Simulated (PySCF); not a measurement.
H2OSi, SMILES O=[SiH2] (connectivity only; charge and spin as stated), charge -1, multiplicity 2. The structure is a stationary point at PBE-D3(BJ)/def2-TZVPD. The spin state was assumed, not searched.

Method: PBE-D3(BJ)/def2-TZVPD (PySCF).

Harmonic wavenumbers (cm⁻¹): 659, 689, 904, 1006, 1830, 1833. Rotational constants (GHz): 135.1, 16.96, 15.88; symmetry number 1.

Task: Work out the zero-point energy and the ideal-gas rigid-rotor harmonic-oscillator thermochemistry at 298.15 K and 1 atm.

Result: ZPE = ½ Σ hcν = ½ × 6920 cm⁻¹ = 41.39 kJ/mol. H − E(el) = 52.20 kJ/mol. Entropy in J/(mol K): translation 156.52, rotation 82.50, vibration 3.82, spin 5.76, total 248.61. G − E(el) = -21.92 kJ/mol. Cp = 44.44 J/(mol K).
